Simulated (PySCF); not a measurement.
Br2Si, charge +1, doublet, at a GFN2-xTB geometry (a state made from the parent by changing its charge; the spin is typed, not shown lowest). Base run: PBE0/6-31G (PySCF).

The PySCF input:
```python
from pyscf import gto, scf, dft

mol = gto.Mole()
mol.atom = '''
    Si   -0.01521577   -0.00237586    0.77983544
    Br    1.07276535   -1.63797801   -0.14008693
    Br   -1.06667904    1.63892835   -0.17184725
'''
mol.basis = '6-31g'
mol.charge = 1
mol.spin = 1
mol.verbose = 5
mol.build()

mf = dft.UKS(mol)
mf.xc = 'pbe0'
mf.kernel()
mo_i, mo_e, stable_i, stable_e = mf.stability(internal=True, external=False, return_status=True, nroots=6, tol=1e-6)
print('internally stable:', stable_i, ' externally stable:', stable_e)
if not stable_i:
    umf = mf.copy()
    umf.scf_summary = {}
    umf.kernel(umf.make_rdm1(mo_i, mf.mo_occ))
mf.analyze()
```

The bond that is stretched is that between atoms 3 and 1. A test that says stable can miss a lower solution.

The base run was repeated with changes; each row names its change, and settings that it needs were set with it.

```tsv
change	ΔE vs base (eV)	<S^2>	stability test says
base	0.00	0.756	internally stable (external not tested)
bond × 1.25	0.54	0.766	internally stable (external not tested)
bond × 1.5	0.83	0.753	internally stable (external not tested)
bond × 1.8	1.21	0.751	internal instability
bond × 2.2	1.10	0.752	internally stable (external not tested)
bond × 3.0	1.16	0.751	internally stable (external not tested)
```

On stretching, the SCF can end on different states; <S^2> shows the spin contamination of each.
